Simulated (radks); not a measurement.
Values are calculated unless marked as measured or tabulated.
All-electron atom: F2+ in [He] 2s1 2p4 (not the ground configuration). Level of theory: non-relativistic Kohn-Sham, SCAN, spin-polarised, spherical densities, point nucleus; open shells are filled with parallel spins first; meta-GGA in the generalised Kohn-Sham scheme (a radial shooting solver on a logarithmic mesh with Libxc functionals). Some entries of the table are withheld. Estimate them.

orbital,occ.,eigenvalue (hartree),<r^2> (bohr^2),<1/r> (bohr^-1)
1s up,1,(1),0.04210,(2)
1s down,1,(3),0.04174,(4)
2s up,1,-2.68318,0.9779,1.605
2p up,3,-1.93889,0.9673,1.487
2p down,1,-1.58041,1.134,1.411

Answer. 
(1) 1s up eigenvalue (hartree): -26.32260
(2) 1s up <1/r> (bohr^-1): 8.613
(3) 1s down eigenvalue (hartree): -26.18890
(4) 1s down <1/r> (bohr^-1): 8.628
